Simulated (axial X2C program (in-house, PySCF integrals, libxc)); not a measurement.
ZrSe⁻ along the bond: BP86, with spin–orbit coupling

All values were computed with an axial X2C code built on PySCF integrals. Two-component (2c) means X2C with spin–orbit coupling and atomic mean-field two-electron Coulomb and Gaunt terms. Basis: Zr dyall-acv3z [12s13p10d6f3g], Se dyall-acv3z [9s10p7d5f1g] (cores contracted in-house); Gaussian nuclei, density fitting, unrestricted open shells. Masses: Zr 89.905 u, Se 79.917 u.

State: Ω = 3/2 (⟨Sz⟩ = -0.50, ⟨Lz⟩ = 2.00 at BP86). Dipoles are positive if Se is the positive end and refer to the centre of mass.

```csv
R (Å),μ (D),HOMO (eV),LUMO (eV)
2.064,2.382,1.26,1.34
2.159,2.117,1.12,1.21
2.230,1.885,1.02,1.10
2.301,1.632,0.91,0.99
2.372,1.361,0.80,0.88
2.455,1.030,0.67,0.76
2.538,0.691,0.55,0.64
2.645,0.251,0.40,0.49
2.775,-0.274,0.23,0.32
2.965,-0.967,0.03,0.12
```

Q: The minimum lies at 2.375 Å. What is the dipole moment there?

A: At BP86, 2c, with the sign and origin stated: μ = 1.35 D.

One determinant describes the state; a PBE0 search over occupations chose it and may have missed a lower one. Density functionals use the spin component along the axis (collinear). PBE0 can misorder states that lie within some tenths of an eV, so this need not be the ground state of the molecule. The nearest other 2c determinant of the search, Ω = 5/2, lies 0.08 eV up at the distance of the search. The functionals have no current-density term, which raises determinants with orbital currents, atoms included. The highest occupied level of some functionals is positive through self-interaction error; at Hartree–Fock it is bound. The determinant is spin-polarised beyond a pure state at some levels (its spin-free form has ⟨S²⟩ too high), which makes Re and μ there less reliable. The LUMO of an anion is an unbound level whose energy the basis sets.
